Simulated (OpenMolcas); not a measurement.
## V2+, Nb2+, Ta2+: d³ down the group

```yaml
Program: OpenMolcas
Method: CASSCF
Basis: ANO-RCC-VTZP
Scalar_Hamiltonian: DKH2, point nucleus
Spin-orbit_coupling: RASSI with atomic mean-field integrals over the reference wave functions, term energies averaged over their components
```

Active space for each ion: 3 electrons in 10 orbitals (d d).

Computed levels in cm-1 above ⁴F_3/2:

| Level | V2+ | Nb2+ | Ta2+ |
| --- | --- | --- | --- |
| ⁴F_5/2 | 155 | 508 | 2353 |
| ⁴F_7/2 | 368 | 1174 | 4840 |
| ⁴F_9/2 | 637 | 1963 | 7185 |
| ²G_7/2 | 14310 | 11676 | 14297 |
| ⁴P_1/2 | 14340 | 11004 | 12269 |
| ⁴P_3/2 | 14418 | 11115 | 11466 |
| ⁴P_5/2 | 14599 | 11840 | 15794 |
| ²H_9/2 | 18949 | 15437 | 14831 |
| ²P_1/2 | 19060 | 15317 | 18967 |
| weight of ⁴F in the lowest level (%) | 100 | 100 | 94 |

Mixed levels, with the weight of the term that names them: Ta2+ ⁴P_3/2 (60 %), Ta2+ ²H_9/2 (51 %).

Measured, with the error of the calculation in %. Measured levels: V2+ from Sugar and Corliss, J. Phys. Chem. Ref. Data 7, 1191 (1978); Nb2+ from the list in Shadmi, J. Res. Natl. Bur. Stand. 70A, 435 (1966).

| Level | V2+ | Nb2+ |
| --- | --- | --- |
| ⁴F_5/2 | 146 (+6.4) | 516 (-1.5) |
| ⁴F_7/2 | 342 (+7.8) | 1177 (-0.2) |
| ⁴F_9/2 | 584 (+9.1) | 1939 (+1.2) |
| ²G_7/2 | 11966 (+19.6) | 9236 (+26.4) |
| ⁴P_1/2 | 11514 (+24.5) | 8664 (+27.0) |
| ⁴P_3/2 | 11592 (+24.4) | 8608 (+29.1) |
| ⁴P_5/2 | 11770 (+24.0) | 9594 (+23.4) |
| ²H_9/2 | 16811 (+12.7) | 12916 (+19.5) |
| ²P_1/2 | 15580 (+22.3) |  |

The fine-structure level ⁴F_9/2 changes by a factor of 11.3 from V2+ to Ta2+.

Without spin-orbit coupling ²G lies 14078, 10904, 10609 cm-1 above ⁴F in that order; the difference to the level ²G_7/2, of either sign, comes from spin-orbit coupling, which also lowers the zero.

Without dynamic correlation excited terms often stand tens of per cent too high (terms of higher spin than the ground term too low), and those without a measured partner can miss by more than the paired ones. Active for correlation alone: 4d; no level in the range computed is led by a configuration that fills it, so any true level of that kind is missing (holds for V2+). Active for correlation alone: 5d; no level in the range computed is led by a configuration that fills it, so any true level of that kind is missing (holds for Nb2+). Active for correlation alone: 6d; no level in the range computed is led by a configuration that fills it, so any true level of that kind is missing (holds for Ta2+). Computed and measured levels are paired by configuration, term and J; levels that our copy of the source lacks, or whose pairing is in doubt (as where it misses far off the trend of its configuration), stay unpaired and out of the deviations. Only configurations of the active space appear.
